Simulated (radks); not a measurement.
Question: Nb VI, configuration [Kr] (the NIST ground configuration). Calculated with a radial shooting solver on a logarithmic mesh with Libxc functionals: Dirac Kohn-Sham, LDA (Slater exchange, Perdew-Wang correlation), spin-unpolarised, spherical densities, point nucleus.

Spin-orbit splittings of the eigenvalues, e(l+1/2) - e(l-1/2), with zeta = 2 splitting/(2l+1) and mean radii in bohr:

| shell | occ. | splitting (eV) | zeta (eV) | <r> j=l-1/2 | <r> j=l+1/2 |
|---|---|---|---|---|---|
| 2p | 6 | 95.60 | 63.73 | 0.1347 | 0.1392 |
| 3p | 6 | ? | ? | 0.4388 | 0.4493 |
| 3d | 10 | 2.901 | 1.161 | 0.4303 | 0.4338 |
| 4p | 6 | 2.413 | 1.609 | 1.211 | 1.235 |

Estimate the 3p splitting.

Answer: 15.54 eV (zeta = 10.36 eV).
